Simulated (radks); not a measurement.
Values are calculated unless marked as measured or tabulated.
Q: The mean radii <r> (bohr) of the occupied orbitals of an atom or ion are listed with their occupations. Code: a radial shooting solver on a logarithmic mesh with Libxc functionals. Model: non-relativistic Kohn-Sham, PBE, spin-polarised, spherical densities, point nucleus.

orbital  occ.      <r>
1s up       1  0.04368
1s down     1  0.04368
2s up       1   0.1935
2s down     1   0.1934
2p up       3   0.1670
2p down     3   0.1668
3s up       1   0.5418
3p up       3   0.5403
3p down     3   0.5425
3d up       5   0.5231
3d down     3   0.5265

Name the element and its charge. Open shells, if any, are filled with parallel spins first.

A: Z = 35, bromine, charge +10: Br10+ in [Ne] 3s1 3p6 3d8. The 1s radius gives Z: for a bare nucleus <r> = 1.5/Z, 0.04286 bohr for Z = 35, and screening makes it slightly larger (0.04368 here). The occupations add up to 25, and the charge is Z minus that.
